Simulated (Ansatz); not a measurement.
System: C₂HCl₂F₃, charge 0, multiplicity 1. SMILES: FC(F)(F)C(Cl)Cl
Geometry from a B3LYP-D3(BJ)/def2-TZVP (Ansatz, a first-principles code) optimisation:
```
C
H 1 1.0852
C 1 1.5365 2 108.21
F 3 1.3330 1 112.62 2 -180.00
F 3 1.3417 4 108.47 1 -121.70
F 3 1.3417 4 108.47 5 -116.60
Cl 1 1.7740 2 107.92 3 -119.31
Cl 1 1.7740 2 107.92 3 119.31
```
Charge 0, spin multiplicity 1.

Parts of the frozen-core correlation energy in 6-31G* (Ansatz, hartree). Frozen orbitals: 15; correlated occupied orbitals by spin: 22 and 22; virtual: 78 and 78. No spin-orbit coupling. Non-relativistic.

```tsv
term	value
reference (HF)	-1293.59363
MP2 opposite-spin	?
MP2 same-spin	-0.28515
CCSD correlation	?
(T)	?
T1 diagnostic	0.011
largest doubles amplitude	0.044
```

Question: Fill in the missing entries.

Answer: 
- MP2 opposite-spin, value: -0.74527
- CCSD correlation, value: -1.06494
- (T), value: -0.02863
